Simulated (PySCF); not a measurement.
[RuO2]+, doublet: structure and spectrum

These are results of UPBE0 in PySCF with Ru def2-TZVP with ECP28, O def2-TZVP; scalar-relativistic core potentials, no spin–orbit coupling; density-fitted integrals, not measurements.

The structure is a minimum.

Coordinates in bohr (charge 1 multiplicity 2):
```
Ru    0.2940    0.0000    0.0000
O    -0.9365    2.8224    0.0000
O    -0.9365   -2.8224    0.0000
```

```json
{
  "Point group": "C2v",
  "Bond lengths": "Ru–O 1.629 Å (×2)",
  "Bond angles": "O–Ru–O 132.9°",
  "Zero-point energy": "14.3 kJ/mol",
  "Rotational constants": "1.633, 0.2362, 0.2064 cm⁻¹",
  "Dipole moment about the centre of mass": "2.81 D",
  "Principal quadrupole moments (Buckingham, traceless) about the centre of mass": "-3.11, 0.86, 2.25 D Å",
  "Enthalpy at 298.15 K above 0 K": "11.23 kJ/mol",
  "Entropy at 298.15 K and 1 bar (electronic part: spin only)": "271.2 J/(mol K)",
  "Lowest empty level (β)": "-12.17 eV",
  "Principal polarisabilities": "17.6, 29.2, 45.1 bohr³",
  "Rotational symmetry number": "2",
  "Spin squared ⟨S²⟩": "0.759",
  "Highest occupied level (β)": "-15.63 eV",
  "Heat capacity Cp at 298.15 K": "43.1 J/(mol K)"
}
```

Harmonic modes (masses in u: Ru 101.904, O 15.995):
| symmetry | ω (cm⁻¹) | IR (km/mol) | type |
| --- | --- | --- | --- |
| a1 | 284 | 16.5 | bend |
| b2 | 1014 | 184 | stretch |
| a1 | 1092 | 1.9 | stretch |

In C2v the vibrations span 2a1 + b2. Here b1 is antisymmetric to the molecular plane and b2 lies in it.

Charges (e):
```tsv
atom	Mulliken	Löwdin	polar tensor	spin (Mulliken)	Mayer order to Ru1
Ru1	1.65	1.12	1.99	0.80	–
O2,3	-0.32	-0.06	-0.50	0.10	1.87
```
Other Mayer orders above 0.3: O–O 0.52.

Mulliken populations on Ru1 (electrons outside its core potential): s 2.08, p 6.10, d 6.13, f 0.04.

Outer orbital energies (eV). α occupied: -21.40, -21.00, -20.81, -19.24, -18.79, -17.11, -16.27, -15.79; empty: -11.87, -11.32, -9.64, -6.04. β occupied: -21.18, -20.79, -20.27, -18.69, -17.83, -17.14, -15.63; empty: -12.17, -11.41, -10.70, -9.36.

Formally Ru is in oxidation state +5, d3, with 1 unpaired electron (the high-spin count would be 3). The Mulliken spin on Ru is 0.80. The polar-tensor charge on Ru, 1.99, is far below the formal one.

Other isomers or separated fragments may lie lower. Other spin states or occupations of the open shell can lie lower.

The final relaxation and frequency run took 14 s on 4 threads of a shared AMD EPYC 9B45 (Zen 5) host, with 102 basis functions and 8 gradients; the process peaked at 1 GiB. Launch command: `OMP_NUM_THREADS=4 python axn.py task.json out`.
